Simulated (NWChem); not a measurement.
The numbers come from NWChem runs, not from measurements. System: sulfur trioxide (O3S), charge 0, spin multiplicity 1, at a geometry optimised with PBE/def2-SVP. Level: CCSD(T)/STO-3G, 8 core orbitals frozen.

NWChem printed:

```
             Northwest Computational Chemistry Package (NWChem) 7.3.0
             --------------------------------------------------------

                                NWChem Input Module
                                -------------------

 Scaling coordinates for geometry "geometry" by  1.889725989
 (inverse scale =  0.529177249)

 Turning off AUTOSYM since
 SYMMETRY directive was detected!

                             Geometry "geometry" -> ""
                             -------------------------

 Output coordinates in angstroms (scale by  1.889725989 to convert to a.u.)

  No.       Tag          Charge          X              Y              Z
 ---- ---------------- ---------- -------------- -------------- --------------
    1 O                    8.0000     0.00000000     0.00000000     1.46931000
    2 S                   16.0000     0.00000000     0.00000000     0.00000600
    3 O                    8.0000    -1.27245700     0.00000000    -0.73466100
    4 O                    8.0000     1.27245700     0.00000000    -0.73466100

 Effective nuclear repulsion energy (a.u.)     178.2223998048

            Nuclear Dipole moment (a.u.)
            ----------------------------
        X                 Y               Z
 ---------------- ---------------- ----------------
     0.0000000000     0.0000000000     0.0000000000

      Symmetry information
      --------------------

 Group name             C2v
 Group number             16
 Group order               4
 No. of unique centers     3

      Symmetry unique atoms

     1    2    3


 Summary of "ao basis" -> "" (spherical)
 ------------------------------------------------------------------------------
       Tag                 Description            Shells   Functions and Types
 ---------------- ------------------------------  ------  ---------------------
 *                           sto-3g                   on all atoms

 Summary of "ao basis" -> "ao basis" (spherical)
 ------------------------------------------------------------------------------
       Tag                 Description            Shells   Functions and Types
 ---------------- ------------------------------  ------  ---------------------
 O                           sto-3g                  3        5   2s1p
 S                           sto-3g                  5        9   3s2p

                                 NWChem SCF Module
                                 -----------------

  ao basis        = "ao basis"
  functions       =    24
  atoms           =     4
  closed shells   =    20
  open shells     =     0
  charge          =   0.00
  wavefunction    = RHF
  use symmetry    = T
  symmetry adapt  = T

 Summary of "ao basis" -> "ao basis" (spherical)
 ------------------------------------------------------------------------------
       Tag                 Description            Shells   Functions and Types
 ---------------- ------------------------------  ------  ---------------------
 O                           sto-3g                  3        5   2s1p
 S                           sto-3g                  5        9   3s2p

      Symmetry analysis of basis
      --------------------------

        a1         12
        a2          1
        b1          7
        b2          4

 Forming initial guess at       0.0s

      Superposition of Atomic Density Guess
      -------------------------------------

 Sum of atomic energies:        -614.44552624

      Non-variational initial energy
      ------------------------------

 Total energy =    -614.871000
 1-e energy   =   -1212.680013
 2-e energy   =     419.586613
 HOMO         =      -0.219160
 LUMO         =       0.133672

      Symmetry analysis of molecular orbitals - initial
      -------------------------------------------------

  Numbering of irreducible representations:

     1 a1          2 a2          3 b1          4 b2

  Orbital symmetries:

     1 a1          2 a1          3 a1          4 b1          5 a1
     6 a1          7 b1          8 b2          9 a1         10 a1
    11 b1         12 a1         13 b1         14 a1         15 b2
    16 a1         17 b1         18 b2         19 a2         20 b1
    21 b2         22 a1         23 b1         24 a1
[...]
          Number of basis functions:             24
          Number of shells:                      14
          Number of occupied orbitals:           20
          Number of occ. correlated orbitals:    12
          Block length:                          16
          Superscript MO index range:      9 -   20
          Subscript MO index range:        9 -   24
          MO coefficients read from:  ./mol.movecs
          Number of operator matrices in core:  156
          Half-transformed integrals produced

     Pass:    1     Index range:    9  -   20     Time:      0.11
 ------------------------------------------
 MP2 Energy (coupled cluster initial guess)
 ------------------------------------------
 Reference energy:           -614.282527620960309
 MP2 Corr. energy:             -0.233280360502417
 Total MP2 energy:           -614.515807981462672

 ****************************************************************************
              the segmented parallel ccsd program:    1 nodes
 ****************************************************************************

 level of theory    ccsd(t)
 number of core         8
 number of occupied    12
 number of virtual      4
 number of deleted      0
 total functions       24
 number of shells      14
 basis label          566

   ***** ccsd parameters *****
   iprt   =     0
   convi  =  0.100E-05
   maxit  =    60
   mxvec  =     5
 memory            104855660
  Using  1 OpenMP thread(s) in CCSD
  IO offset    20.000000000000000
  IO error message >End of File
  file_read_ga: failing reading from ./mol.t2
  Failed reading restart vector from ./mol.t2
  Using MP2 initial guess vector

-------------------------------------------------------------------------
 iter     correlation     delta       rms       T2     Non-T2      Main
             energy      energy      error      ampl     ampl      Block
                                                time     time      time
-------------------------------------------------------------------------
   1     -0.2034761265 -2.035D-01  3.724D-01     0.12     0.00     0.11
   2     -0.2355968234 -3.212D-02  1.867D-01     0.12     0.00     0.11
   3     -0.2272964964  8.300D-03  3.949D-02     0.12     0.00     0.11
   4     -0.2311671500 -3.871D-03  3.425D-03     0.12     0.00     0.11
   5     -0.2314565433 -2.894D-04  3.163D-03     0.12     0.00     0.11
   6     -0.2316167801 -1.602D-04  4.621D-04     0.12     0.00     0.11
   7     -0.2316235550 -6.775D-06  7.882D-05     0.12     0.00     0.11
   8     -0.2316152600  8.295D-06  7.147D-05     0.12     0.00     0.11
   9     -0.2316269980 -1.174D-05  9.811D-05     0.17     0.00     0.15
  10     -0.2316224794  4.519D-06  1.286D-05     0.23     0.00     0.21
  11     -0.2316239034 -1.424D-06  1.027D-05     0.23     0.00     0.21
  12     -0.2316235128  3.906D-07  2.131D-06     0.21     0.00     0.19
  13     -0.2316234251  8.765D-08  4.551D-07     0.22     0.00     0.20
                  *************converged*************
-------------------------------------------------------------------------

 -----------
 CCSD Energy
 -----------
 Reference energy:            -614.282527620960309
 CCSD corr. energy:             -0.231623425103175
 Total CCSD energy:           -614.514151046063489

 --------------------------------
 Spin Component Scaled (SCS) CCSD
 --------------------------------
 Same spin contribution:                 -0.055567700336119
 Same spin scaling factor:                1.130000000000000
 Opposite spin contribution:             -0.176055724767056
 Opposite spin scaling fact.:             1.270000000000000
 SCS-CCSD correlation energy:            -0.286382271833976
 Total SCS-CCSD energy:                -614.568909892794295
 memory            104855660

*********triples calculation*********

nkpass=    1; nvpass=    1; memdrv=           5460; memtrn=         252359; memavail=      104855596
 memory available/node                      104855596
 total number of virtual orbitals         4
 number of virtuals per integral pass     4
 number of integral evaluations           1
 number of occupied per triples pass     12
 number of triples passes                 1

 commencing integral evaluation        1 at           2.16
  symmetry use  T
task         2 out of       105 done   1%  at       0.0 secs
task         6 out of       105 done   5%  at       0.0 secs
task        12 out of       105 done  11%  at       0.0 secs
task        16 out of       105 done  15%  at       0.0 secs
task        21 out of       105 done  20%  at       0.0 secs
task        27 out of       105 done  25%  at       0.0 secs
task        32 out of       105 done  30%  at       0.0 secs
task        37 out of       105 done  35%  at       0.1 secs
task        42 out of       105 done  40%  at       0.1 secs
task        48 out of       105 done  45%  at       0.1 secs
task        53 out of       105 done  50%  at       0.1 secs
task        61 out of       105 done  58%  at       0.1 secs
task        72 out of       105 done  68%  at       0.1 secs
task        80 out of       105 done  76%  at       0.1 secs
task        84 out of       105 done  80%  at       0.1 secs
task        91 out of       105 done  86%  at       0.1 secs
task        95 out of       105 done  90%  at       0.1 secs
task       100 out of       105 done  95%  at       0.1 secs
task       105 out of       105 done 100%  at       0.1 secs
 commencing triples evaluation - blocking       1
 ccsd(t): done        1 out of        4 progress:   25.0%
 ccsd(t): done        2 out of        4 progress:   50.0%
 ccsd(t): done        3 out of        4 progress:   75.0%
 ccsd(t): done        4 out of        4 progress:  100.0%
 Time for integral evaluation pass     1        0.10
 Time for triples evaluation pass      1        0.02

 pseudo-e(mp4)  -0.33024554861787E-01
 pseudo-e(mp5)   0.41710842098653E-02
        e(t)    -0.28853470651921E-01

 --------------
 CCSD(T) Energy
 --------------
 Reference energy:                    -614.282527620960309

 CCSD corr. energy:                     -0.231623425103175
 T(CCSD) corr. energy:                  -0.033024554861787
 Total CCSD+T(CCSD) energy:           -614.547175600925243

 CCSD corr. energy:                     -0.231623425103175
 (T) corr. energy:                      -0.028853470651921
 Total CCSD(T) energy:                -614.543004516715428

 routine      calls  cpu(0)   cpu-min  cpu-ave  cpu-max   i/o
 aoccsd          1     0.00     0.00     0.00     0.00    0.00
 iterdrv         1     0.00     0.00     0.00     0.00    0.00
 pampt          13     0.01     0.01     0.01     0.01    0.00
 t2pm           13     0.03     0.03     0.03     0.03    0.00
 sxy            13     0.03     0.03     0.03     0.03    0.00
 ints       135915     1.49     1.49     1.49     1.49    0.00
 t2eri        1365     0.13     0.13     0.13     0.13    0.00
 idx2         1365     0.14     0.14     0.14     0.14    0.00
 idx34          13     0.02     0.02     0.02     0.02    0.00
 ht2pm          13     0.04     0.04     0.04     0.04    0.00
 itm            13     0.10     0.10     0.10     0.10    0.00
 pdiis          13     0.00     0.00     0.00     0.00    0.00
 triples         1     0.00     0.00     0.00     0.00    0.00
 rdtrpo          1     0.00     0.00     0.00     0.00    0.00
 trpmos          1     0.10     0.10     0.10     0.10    0.00
 trpdrv          1     0.01     0.01     0.01     0.01    0.00
 dovvv        7488     0.00     0.00     0.00     0.00    0.00
 doooo        7488     0.00     0.00     0.00     0.00    0.00
 tengy        6912     0.00     0.00     0.00     0.00    0.00
 Total                 2.13     2.13     2.13     2.13    0.00

 Task  times  cpu:        2.4s     wall:        2.4s

 Total times  cpu:        2.4s     wall:        2.4s
```

Write an NWChem input that would produce this output.

Several could match; the one computed here: 
```
start mol
memory heap 100 mb stack 700 mb global 1900 mb
geometry units angstroms nocenter noautoz
  O      0.000000     0.000000     1.469310
  S      0.000000     0.000000     0.000006
  O     -1.272457     0.000000    -0.734661
  O      1.272457     0.000000    -0.734661
  symmetry group C2v
end
basis spherical
  * library sto-3g
end
scf
  rhf
  nopen 0
  maxiter 100
  thresh 1e-7
  semidirect memsize 60000000 filesize 0
end
ccsd
  freeze core 8
  maxiter 60
end
task ccsd(t) energy
```
